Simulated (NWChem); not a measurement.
The numbers come from NWChem runs, not from measurements. System: C3H2F3, charge 1, spin multiplicity 1, at the geometry of a parent with another charge or spin, in a state set for the comparison that need not be this species' ground state. Level: MP2/def2-TZVP, 6 core orbitals frozen.

Part of the output:

```
             Northwest Computational Chemistry Package (NWChem) 7.3.0
             --------------------------------------------------------

                                NWChem Input Module
                                -------------------

 Scaling coordinates for geometry "geometry" by  1.889725989
 (inverse scale =  0.529177249)

 Turning off AUTOSYM since
 SYMMETRY directive was detected!

                             Geometry "geometry" -> ""
                             -------------------------

 Output coordinates in angstroms (scale by  1.889725989 to convert to a.u.)

  No.       Tag          Charge          X              Y              Z
 ---- ---------------- ---------- -------------- -------------- --------------
    1 C                    6.0000     0.60264200    -2.12699400     0.00000000
    2 C                    6.0000     0.79590200    -0.83137900     0.00000000
    3 C                    6.0000    -0.05468300     0.37913600     0.00000000
    4 F                    9.0000     0.17296500     1.13147700    -1.07620000
    5 F                    9.0000     0.17296500     1.13147700     1.07620000
    6 F                    9.0000    -1.35537100     0.05466400     0.00000000
    7 H                    1.0000     1.43677100    -2.83727500     0.00000000
    8 H                    1.0000    -0.41497000    -2.54587200     0.00000000

 Effective nuclear repulsion energy (a.u.)     240.4153950569

            Nuclear Dipole moment (a.u.)
            ----------------------------
        X                 Y               Z
 ---------------- ---------------- ----------------
    -0.0000037795    -0.0000132281     0.0000000000

      Symmetry information
      --------------------

 Group name             Cs
 Group number              2
 Group order               2
 No. of unique centers     7

      Symmetry unique atoms

     1    2    3    4    6    7    8


 Summary of "ao basis" -> "" (spherical)
 ------------------------------------------------------------------------------
       Tag                 Description            Shells   Functions and Types
 ---------------- ------------------------------  ------  ---------------------
 *                         def2-tzvp                  on all atoms

 Summary of "ao basis" -> "ao basis" (spherical)
 ------------------------------------------------------------------------------
       Tag                 Description            Shells   Functions and Types
[...]
     2   2 0 0    -17.921752      0.000000     90.369552
     2   1 1 0     -3.693720      0.000000    -42.672876
     2   1 0 1     -0.000000      0.000000      0.000000
     2   0 2 0     -8.786383      0.000000    249.106885
     2   0 1 1     -0.000000      0.000000      0.000000
     2   0 0 2    -23.617623      0.000000     74.448534

                   NWChem MP2 Semi-direct Energy/Gradient Module
                   ---------------------------------------------

  Basis functions       =    198
  Molecular orbitals    =    198
  Frozen core           =      6
  Frozen virtuals       =      0
  Active alpha occupied =     17
  Active beta occupied  =     17
  Active alpha virtual  =    175
  Active beta virtual   =    175
  Use MO symmetry       = T
  Use skeleton AO sym   = T

  AO/Fock/Back tols     =   1.0D-09  1.0D-09  1.0D-09

 GA uses MA = F    GA memory limited = T

 Available:
  local mem=  1.26D+08
 global mem=  1.44D+08
 local disk=  0.00D+00
  mp2_memr nvloc                   175
  nvloc new                   175
   1 passes of  17:        5242880                     228666                 188934270.
   1 passes of  17: M    126043137           G      144100792           F     120800257.
  mp2_memr nvloc                   175
  nvloc new                   175
   2 passes of   9:        5242880                     158694                 100055550.
   2 passes of   9: M    126043137           G      144100792           F     120800257.

 Semi-direct pass number   1 of   2  for RHF alpha+beta  at       51.5s
  vrange nnbf                 18672
  mp2_eaftype                   381  avail_ma_in_mb                  1098
 EAF : mp2_eaftype filesize         381   50027775.
  mp2_eaf for mointskh                    381
Node 0 wrote    235.3 Mb in      0.1 s     Agg I/O rate:  4105.2 Mb/s
 Done moints_semi at       71.9s
  mp2_eaftype                   381  avail_ma_in_mb                   717
 EAF : mp2_eaftype filesize         381   50027775.
  mp2_eaf for kh                   381
 Done maket at       72.5s
 Semi-direct pass number   2 of   2  for RHF alpha+beta  at       72.5s
  vrange nnbf                 18672
  mp2_eaftype                   381  avail_ma_in_mb                   717
 EAF : mp2_eaftype filesize         381   50027775.
  mp2_eaf for mointskh                    381
Node 0 wrote    209.1 Mb in      0.1 s     Agg I/O rate:  3836.0 Mb/s
 Done moints_semi at       92.6s
  mp2_eaftype                   381  avail_ma_in_mb                   717
 EAF : mp2_eaftype filesize         381   50027775.
  mp2_eaf for kh                   381
 Done maket at       93.2s
 Done multipass loop at       93.2s

          -------------------------------------------
          SCF energy                -412.806031536268
          Correlation energy          -1.166247844381
          Singlet pairs               -0.717191678961
          Triplet pairs               -0.449056165420
          Total MP2 energy          -413.972279380649
          -------------------------------------------

          ---------------------------------------------------
                    Spin Component Scaled (SCS) MP2
          Same spin pairs                     -0.299370776947
          Same spin scaling factor             0.333333333333
          Opposite spin pairs                 -0.866877067434
          Opposite spin scaling fact.          1.200000000000
          SCS-MP2 correlation energy          -1.140042739903
          Total SCS-MP2 energy              -413.946074276171
          ---------------------------------------------------

 -----------------------
 Performance information
 -----------------------

 Timer overhead =  1.60D-07 seconds/call

               Nr. of calls         CPU time (s)                 Wall time (s)                GFlops
             ---------------    -------------------     ------------------------------   -------------------
Name         Min   Avg   Max    Min     Avg     Max     Min     Avg     Max   Mx/calls   Min     Max     Sum
mp2: moin     2     2     2    41.     41.     41.      41.     41.     41.     20.      0.0     0.0     0.0
mp2: make     2     2     2    1.2     1.2     1.2      1.2     1.2     1.2    0.61      0.0     0.0     0.0
mp2: tota     1     1     1    42.     42.     42.      42.     42.     42.     42.      0.0     0.0     0.0

 The average no. of pstat calls per process was 5.00D+00
 with a timing overhead of 7.99D-07s

 Task  times  cpu:       93.2s     wall:       93.2s

 Total times  cpu:       93.2s     wall:       93.2s
```

**Question.** Write an NWChem input that would produce this output.

**Answer.** This is not unique; one that fits is 
```
start mol
memory heap 200 mb stack 900 mb global 1100 mb
charge 1
geometry units angstroms nocenter noautoz
  C      0.602642    -2.126994     0.000000
  C      0.795902    -0.831379     0.000000
  C     -0.054683     0.379136     0.000000
  F      0.172965     1.131477    -1.076200
  F      0.172965     1.131477     1.076200
  F     -1.355371     0.054664     0.000000
  H      1.436771    -2.837275     0.000000
  H     -0.414970    -2.545872     0.000000
  symmetry group Cs
end
basis spherical
  * library def2-tzvp
end
scf
  rhf
  nopen 0
  maxiter 100
  thresh 1e-7
  semidirect memsize 60000000 filesize 0
end
mp2
  freeze core 6
end
task mp2 energy
```
